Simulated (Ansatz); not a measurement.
```xyz
8

Si    0.609   -0.777   -0.088
C    -0.464    0.747    0.226
Br   -2.302    0.194    0.488
Br   -0.274    1.981   -1.255
H     2.018   -0.334   -0.238
H     0.481   -1.689    1.076
H     0.125   -1.428   -1.326
H    -0.192    1.307    1.117
```

Total charge 0; spin multiplicity 1.

List the ωB97M-V/def2-TZVPP orbital energies in eV (Ansatz). (Best estimate.)

The calculation gave: Occupied: -13157.18, -13157.18, -1807.41, -1709.49, -1709.49, -1537.71, -1537.71, -1537.62, -1537.62, -1537.62, -1537.62, -284.35, -242.34, -242.34, -182.11, -182.11, -181.78, -181.78, -181.78, -181.78, -148.50, -102.62, -102.60, -102.60, -75.46, -75.46, -75.37, -75.37, -75.36, -75.36, -75.11, -75.11, -75.11, -75.11, -26.54, -24.52, -20.99, -18.01, -15.26, -14.17, -13.48, -12.39, -12.36, -10.96, -10.94, -10.35, -10.17. Lowest empty: 0.77, 1.93, 2.17, 2.74, 3.22, 3.29, 3.45, 5.62.
